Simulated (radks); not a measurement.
Neutral fluorine inside a hard spherical wall (all orbitals vanish at R), configuration held at [He] 2s2 2p5 and not refilled when levels cross. Method: non-relativistic Kohn-Sham, r2SCAN, spin-unpolarised, spherical densities, point nucleus; meta-GGA in the generalised Kohn-Sham scheme; computed with a radial shooting solver on a logarithmic mesh with Libxc functionals. Eigenvalues in eV, with the zero of energy where the potential of the charges vanishes at infinity; a dash marks a level that is unbound or too diffuse for the functional's potential to be trusted. A positive occupied level is held by the wall or, in an anion where self-interaction has pushed it up, behind a barrier. The pressure on the wall is -dE/dV.

| R (bohr) | E (hartree) | kinetic (hartree) | e(1s) | e(2s) | e(2p) | e(3s, empty) | e(3p, empty) | pressure (GPa) |
|---|---|---|---|---|---|---|---|---|
| free | -99.68282 | 99.430 | -668.99 | -31.489 | -11.566 | - | - | 0 |
| 12 | -99.68282 | 99.430 | -668.99 | -31.489 | -11.566 | - | - | < 0.0001 |
| 10 | -99.68282 | 99.430 | -668.99 | -31.489 | -11.566 | 0.977 | 2.411 | < 0.0001 |
| 7 | -99.68276 | 99.431 | -668.98 | -31.482 | -11.559 | 2.531 | 5.093 | 0.00604 |
| 3.5 | -99.62597 | 99.780 | -666.44 | -29.830 | -9.719 | 20.307 | 27.246 | 22.4 |
| 2 | -98.06486 | 105.780 | -640.19 | -12.270 | 9.984 | 112.07 | 113.89 | 2350 |
| 1.5 | -93.76852 | 117.820 | -602.24 | 20.955 | 43.447 | 254.47 | 234.30 | 17000 |
